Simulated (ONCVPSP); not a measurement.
## Varying the ONCV potential for In (Z = 49)

Base potential:

ONCVPSP 4.0.1 input, shortened (lines: element, Z, core and valence counts, functional; n l f; lmax; l rc ep ncon nbas qcut; lloc lpopt rc5 dvloc0; l nproj debl; icmod fcfact rcfact), LDA (Perdew-Zunger), scalar-relativistic:

```
  In 49.00    9    2        3      upf
    1    0    2.00
    2    0    2.00
    2    1    6.00
    3    0    2.00
    3    1    6.00
    3    2   10.00
    4    0    2.00
    4    1    6.00
    4    2   10.00
    5    0    2.00
    5    1    1.00
    1
    0    1.60    0.00    3    7    3.80
    1    2.10    0.00    5   10    3.50
    4    5    1.25    0.00
    0    2    0.50
    1    1    2.00
    0    0.00    0.00
```

All-electron outer shells of the reference configuration (LDA (Perdew-Zunger), scalar-relativistic, ld1.x):

| shell | level (eV) | outermost node (bohr) | outermost maximum (bohr) |
| --- | --- | --- | --- |
| 4p | -78.05 | 0.42 | 0.82 |
| 4d | -18.71 | 0.40 | 0.94 |
| 5s | -8.49 | 1.02 | 2.13 |
| 5p | -2.70 | 1.14 | 2.85 |

Cutoffs, loose and tight: the cutoffs (Ha) at which the residual kinetic energy of the hardest occupied pseudo-wave falls to 1 and 0.1 mHa per electron. They do not see the model core or the augmentation charge, which bear on the density cutoff. Test errors are all-electron minus pseudo excitation energies from the reference, over the configurations 5s2 5p0; 5s1 5p0; 5s2 5p0.5; 5s1 5p2. A dash means not determined; rows that change the core or the reference have their own tests. The largest error is taken over the tests solved by every variant that gives reliable tests at all: 5s1 5p2; 5s2 5p0; 5s2 5p0.5.

A true bound ghost makes a file unfit for plane-wave use even where its test errors are small: the radial tests pick states by their node count and pass the ghost by.

```tsv
change	outcome	cutoff, loose	cutoff, tight	bound ghosts	GHOST(+) flags above zero	largest test error (meV)
base	generated	50 Ha	65 Ha	s, p	s	+15
s: debl 4.15	generated	50 Ha	65 Ha	s, p	s	+15
all radii scaled by about 1.10 (s 1.76, p 2.32 bohr); local potential polynomial inside 1.38 bohr (lpopt 5, dvloc0 0 Ha)	failed: ERROR pspot: first pseudo wave function has node, program will stop	–	–	–	–	–
p: ncon 3, nbas 8	generated	50 Ha	65 Ha	s, p	s	+15
s: rc 2.1	failed: ERROR pspot: first pseudo wave function has node, program will stop	–	–	–	–	–
p: nproj 3	generated	50 Ha	65 Ha	s, p	s, p	+16
s: qcut 2.2	generated	32 Ha	62 Ha	s, p	s	+15
```

Problem. What comes out with this change to the base: core correction Teter function, fcfact 5.75, rcfact 1.2?

Solution. outcome: generated; cutoff, loose: 50 Ha; cutoff, tight: 65 Ha; bound ghosts: s, p; GHOST(+) flags above zero: s; largest test error (meV): -11.
